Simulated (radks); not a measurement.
Results of a calculation; reference values are marked as such.
All-electron atom: Pd+ in [Kr] 4d9. Code: a radial shooting solver on a logarithmic mesh with Libxc functionals. Model: scalar-relativistic Kohn-Sham, r2SCAN, spin-polarised, spherical densities, finite nucleus; open shells are filled with parallel spins first (spin-orbit coupling, left out, can overturn this in heavy ions); meta-GGA in the generalised Kohn-Sham scheme; Fermi nuclear charge, rms radius 4.5318 fm.

Local quantities along the radius. ELF = 1/(1 + alpha^2) is the electron localisation function; alpha = (tau - tau_W)/tau_unif compares the Pauli kinetic energy density with that of the uniform gas (summed over spins); -r V(r) is the screened charge that the Kohn-Sham potential of spin up presents (atomic units). tau is taken from the large components.

| r (bohr) | ELF | alpha | -r V(r) |
|---|---|---|---|
| 0.001428 | 1.000 | 0.02238 | 45.73 |
| 0.001623 | 0.999 | 0.02251 | 45.69 |
| 0.001859 | 0.999 | 0.02278 | 45.64 |
| 0.00213 | 0.999 | 0.02321 | 45.58 |
| 0.002441 | 0.999 | 0.02382 | 45.51 |
| 0.002796 | 0.999 | 0.02465 | 45.43 |
| 0.003178 | 0.999 | 0.02565 | 45.35 |
| 0.003641 | 0.999 | 0.02702 | 45.25 |
| 0.004171 | 0.999 | 0.02877 | 45.13 |
| 0.004779 | 0.999 | 0.03099 | 45.00 |
| 0.005475 | 0.999 | 0.03382 | 44.84 |
| 0.006273 | 0.999 | 0.03745 | 44.67 |
| 0.00713 | 0.998 | 0.04184 | 44.48 |
| 0.008168 | 0.998 | 0.04791 | 44.26 |
| 0.009358 | 0.997 | 0.05599 | 44.01 |
| 0.01072 | 0.996 | 0.06695 | 43.72 |
| 0.01228 | 0.993 | 0.08211 | 43.40 |
| 0.01396 | 0.990 | 0.1021 | 43.06 |
| 0.01599 | 0.983 | 0.1326 | 42.65 |
| 0.01832 | 0.969 | 0.1777 | 42.20 |
| 0.02099 | 0.943 | 0.2462 | 41.71 |
| 0.02405 | 0.890 | 0.3510 | 41.15 |
| 0.02734 | 0.801 | 0.4990 | 40.55 |
| 0.03132 | 0.655 | 0.7258 | 39.81 |
| 0.03588 | 0.490 | 1.021 | 38.97 |
| 0.04111 | 0.365 | 1.320 | 38.11 |
| 0.0471 | 0.312 | 1.484 | 37.24 |
| 0.05353 | 0.332 | 1.419 | 36.32 |
| 0.06133 | 0.422 | 1.170 | 35.25 |
| 0.07026 | 0.556 | 0.8933 | 34.17 |
| 0.0805 | 0.678 | 0.6892 | 32.96 |
| 0.09223 | 0.749 | 0.5791 | 31.63 |
| 0.1057 | 0.762 | 0.5596 | 30.21 |
| 0.1201 | 0.713 | 0.6337 | 28.82 |
| 0.1376 | 0.584 | 0.8446 | 27.21 |
| 0.1576 | 0.409 | 1.201 | 25.50 |
| 0.1806 | 0.305 | 1.511 | 23.86 |
| 0.2069 | 0.329 | 1.429 | 22.07 |
| 0.2352 | 0.462 | 1.079 | 20.62 |
| 0.2694 | 0.636 | 0.7570 | 18.98 |
| 0.3087 | 0.744 | 0.5865 | 17.28 |
| 0.3536 | 0.775 | 0.5394 | 15.57 |
| 0.4051 | 0.727 | 0.6124 | 14.00 |
| 0.4605 | 0.571 | 0.8663 | 12.49 |
| 0.5276 | 0.306 | 1.508 | 10.88 |
| 0.6044 | 0.176 | 2.161 | 9.601 |
| 0.6925 | 0.259 | 1.690 | 8.261 |
| 0.7933 | 0.532 | 0.9384 | 7.382 |
| 0.9017 | 0.712 | 0.6363 | 6.373 |
| 1.033 | 0.760 | 0.5620 | 5.312 |
| 1.184 | 0.730 | 0.6080 | 4.420 |
| 1.356 | 0.647 | 0.7389 | 3.683 |
| 1.553 | 0.521 | 0.9580 | 3.064 |
| 1.78 | 0.379 | 1.280 | 2.553 |
| 2.023 | 0.258 | 1.696 | 2.173 |
| 2.318 | 0.160 | 2.292 | 1.915 |
| 2.655 | 0.092 | 3.150 | 1.689 |
| 3.042 | 0.047 | 4.505 | 1.556 |
| 3.485 | 0.021 | 6.885 | 1.443 |
| 3.961 | 0.008 | 11.11 | 1.346 |
| 4.538 | 0.002 | 20.39 | 1.252 |
| 5.199 | 0.001 | 42.05 | 1.169 |

On this mesh the ELF has minima near r = 0.047, 0.18, 0.60 bohr, which separate the shells, and maxima near 0.11 (0.76), 0.35 (0.77), 1.0 (0.76).
